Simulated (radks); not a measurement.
The numbers below are computed, except where a source is named.
Question: The table gives one normalised radial function P(r) = r R(r) of Pm10+ in [Kr] 4d10 4f3 5s2 (r in bohr). Code: a radial shooting solver on a logarithmic mesh with Libxc functionals. Model: scalar-relativistic Kohn-Sham, r2SCAN, spin-polarised, spherical densities, finite nucleus; open shells are filled with parallel spins first (spin-orbit coupling, left out, can overturn this in heavy ions); meta-GGA in the generalised Kohn-Sham scheme; Fermi nuclear charge, rms radius 4.962 fm.

r,P
0.003672,0.0003
0.005521,0.0008
0.008237,0.0023
0.01239,0.0070
0.01863,0.0202
0.02801,0.0555
0.04212,0.1405
0.06335,0.3131
0.09526,0.5744
0.1433,0.7720
0.2154,0.5433
0.324,-0.3183
0.4872,-1.2222
0.7268,-1.2463
1.093,-0.5860
1.644,-0.1152
2.472,-0.0071
3.717,-0.0001

Which n and l does it have? It may be an empty orbital.

Answer: n = 4, l = 2: the number of nodes gives n - l - 1 = 1, the rise at small r (about r^(l+1), flatter next to the nucleus through relativity) gives l, and the extent must fit the shell. The curve is that of 4d down; the table hardly tells the two spins apart. 4d down: eigenvalue -280.78 eV, 1 radial node at r = 0.285 bohr, <r> = 0.672 bohr, 90 % of the charge inside 1.00 bohr.
